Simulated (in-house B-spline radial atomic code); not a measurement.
A run on O- that did not converge. Method: non-relativistic B97-1, spin-polarised, spherical fractional occupations, exact exchange averaged over the configuration, point nucleus; computed with a B-spline radial code for spherical atoms.

Command:
```bash
python run_scf.py task.json out
```
Settings:
```
Z                8
configuration    [He] 2s2 2p5
hamiltonian      nr
method           b97_1
spin_polarised   True
exact_exchange   averaged over the configuration
```

First and last ten iterations of the last attempt (damped for 15 steps, keeping 80 % of the old Fock matrix, then DIIS):
```
 iter        energy (Eh)    residual
    1         -73.886842    1.48e-01
    2         -73.671416    1.82e-01
    3         -74.419843    1.19e-01
    4         -74.827236    7.32e-02
    5         -75.020263    4.04e-02
    6         -75.095984    2.01e-02
    7         -75.119473    8.81e-03
    8         -74.285015    7.04e-02
    9         -75.015744    3.98e-02
   10         -75.091034    2.01e-02
  111         -74.288950    7.01e-02
  112         -74.291454    6.99e-02
  113         -74.287736    7.02e-02
  114         -74.273359    7.12e-02
  115         -75.120357    7.81e-03
  116         -75.116319    1.03e-02
  117         -74.247149    7.31e-02
  118         -74.236422    7.39e-02
  119         -74.232627    7.42e-02
  120         -68.284795    1.74e-01
 not converged after 120 iterations
```

The smallest residual met was 3.8e-03; the threshold is about 1e-07. No energy from this run should be used. Run time, properties included: 3.1 s on 1 thread of Arm Neoverse N1 (shared host).
